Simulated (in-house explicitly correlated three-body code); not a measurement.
Computed with an exponentially correlated three-body code. Model: two electrons around a point charge, non-relativistic, variational in 260 exponentially correlated functions (energies converged to about 1e-7 hartree, or 1e-8 relative for large Z).

Command:
```bash
python run_hyl.py task.json out
```
Settings (lengths in bohr, energies in hartree):
```
Z                      1
screening              0.3
interaction_strength   1
functions              260
states_tried           1
```

Run time, properties included: 5.3 s on 1 thread of Intel(R) Xeon(R) 6975P-C (Granite Rapids), with other jobs on the host.

**Ground state only, binding against the one-electron ion.**

Given: nuclear charge 1; Yukawa screening of all interactions 0.3 1/bohr.

Computed: one-electron threshold -0.257638586 hartree.

```csv
term,energy (hartree),binding (eV)
1 1S,-0.275240502,0.47897
```

**Converged states only, values per electron or pair (inverse distances are <exp(-kr)/r>).**

| term | mean r (bohr) | mean r squared (bohr²) | mean inverse r (1/bohr) | mean r12 (bohr) | mean inverse r12 (1/bohr) | mean cosine | mean p1 dot p2 (bohr⁻²) | delta r1 (bohr⁻³) | delta r12 (bohr⁻³) |
| --- | --- | --- | --- | --- | --- | --- | --- | --- | --- |
| 1 1S | 3.0322 | 15.754 | 0.43699 | 4.9436 | 0.11817 | -0.079961 | 0.021213 | 0.15088 | 0.0022108 |
